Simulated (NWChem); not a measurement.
Molecule: TiF3, doublet; SMILES [F][Ti]([F])[F]

Results from NWChem. Pople sets run with spherical d functions. Spin-unrestricted. In the optimisation the excess spin sits in a' (C3h, its own frame). Structure relaxed at the PBE-D3(BJ)/def2-SVP, spin-unrestricted level. No stability test was run on the SCF state. B3LYP is NWChem's, with the RPA form of VWN correlation. Total energies of different functionals are on different scales.

| level | energy (Ha) | highest occupied level (eV) | lowest empty minus highest occupied level, either spin (eV) | <S²> |
|---|---|---|---|---|
| B3LYP/6-31G* | -1149.1355 | -6.32 | 3.90 | 0.752 |
| PBE/6-31G* | -1148.6238 | -4.61 | 1.39 | 0.752 |
| PBE0/6-31G* | -1148.6352 | -6.68 | 4.76 | 0.753 |
| MPW1K/6-31G* | -1149.0385 | -8.38 | 7.16 | 0.753 |
| N12/6-31G* | -1149.0745 | -4.60 | 1.26 | 0.755 |
